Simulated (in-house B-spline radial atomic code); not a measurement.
Stripping krypton of all its electrons. The total binding energy is the sum of the 36 successive ionisation energies. Configuration: [Ar] 3d10 4s2 4p6. All numbers are computed (Dirac-Hartree-Fock, average of configuration; Fermi nucleus of rms radius 4.1884 fm) with a radial B-spline atomic code at the basis-set limit, not measured.

Dirac-Coulomb total energy: -2788.8610 hartree. First-order corrections (hartree): Breit 1.419, self-energy 1.057, vacuum polarisation -0.1076, recoil 0.0132.

Task: What total binding energy follows, and how does it compare with the sum of NIST's ionisation energies?

Result: 75824 eV from the corrected total, against 75866 ± 34 eV from NIST's table (measured, semi-empirical and theoretical entries, uncertainties added in quadrature). The difference, +42 eV, is within about twice the table's uncertainty, so it can't show the correlation energy.

Task: What share of the binding belongs to the last two electrons?

Result: 46 % by NIST's values (35232.7 eV).
